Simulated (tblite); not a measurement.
Parent: `[CH2:1][CH:2]=[CH2:3]` (doublet state) with H–C1–C2–C3 180° and 0°, C3H5.

Structures optimised with GFN2-xTB, isolated species. Open shells are treated by occupation alone. One conformer each, not checked by frequencies here.

```json
{"coordinate of the parent": "C1–C2", "value": "1.372 Å"}
{"coordinate of the parent": "C2=C3", "value": "1.372 Å"}
{"coordinate of the parent": "C1–C2–C3", "value": "124.3°"}
```

How does the shared frame change in `[CH2:1]/[CH:2]=[CH:3]/[N:4]1[CH2:5][CH2:6][CH2:7][CH2:8]1` (doublet state) with H–C1–C2–C3 0° and 180°, C2–C3–N4–C5 -3°, C3–N4–C5–C6 -169°, N4–C5–C6–C7 -30°, C5–C6–C7–C8 38°, C6–C7–C8–N4 -32°, C7H12N? Atoms pair as C1 = C1, C2 = C2, C3 = C3 (parent first).

| parent | relative | value in the relative | change |
| --- | --- | --- | --- |
| C1–C2 | C1–C2 | 1.367 Å | -0.005 |
| C2=C3 | C2=C3 | 1.385 Å | +0.013 |
| C1–C2–C3 | C1–C2–C3 | 124.0° | -0.3 |

Of the parent's bonds, C2–C3 changes most (+0.013 Å). Bonds of the relative outside the shared frame: C3–N4 1.364, N4–C5 1.442, C5–C6 1.529, C6–C7 1.528, C7–C8 1.528, N4–C8 1.442 Å. Point group C2v → C1.

How does the shared frame change in `[CH2:1]/[CH:2]=[CH:3]\[CH2:4][CH2:5][CH3:6]` (doublet state) with H–C1–C2–C3 180° and 0°, C2–C3–C4–C5 123°, C3–C4–C5–C6 -65°, C6H11? Atoms pair as C1 = C1, C2 = C2, C3 = C3 (parent first).

| parent | relative | value in the relative | change |
| --- | --- | --- | --- |
| C1–C2 | C1–C2 | 1.369 Å | -0.003 |
| C2=C3 | C2=C3 | 1.381 Å | +0.009 |
| C1–C2–C3 | C1–C2–C3 | 127.3° | +3.0 |

Of the parent's bonds, C2–C3 changes most (+0.009 Å). Bonds of the relative outside the shared frame: C3–C4 1.486, C4–C5 1.537, C5–C6 1.523 Å. Point group C2v → C1.

How does the shared frame change in `[CH2:1]/[CH:2]=[CH:3]\[c:4]1[cH:5][cH:6][n:7][cH:8][cH:9]1` (doublet state) with H–C1–C2–C3 180° and -4°, C2–C3–C4–C5 -20°, C8H8N? Atoms pair as C1 = C1, C2 = C2, C3 = C3 (parent first).

```tsv
parent	relative	value in the relative	change
C1–C2	C1–C2	1.353 Å	-0.019
C2=C3	C2=C3	1.406 Å	+0.034
C1–C2–C3	C1–C2–C3	127.4°	+3.1
```

Of the parent's bonds, C2–C3 changes most (+0.034 Å). Bonds of the relative outside the shared frame: C3–C4 1.418, C4–C5 1.410, C5–C6 1.380, C6–N7 1.326, N7–C8 1.326, C8–C9 1.378, C4–C9 1.412 Å. Point group C2v → C1.

All values are computed, not measured.
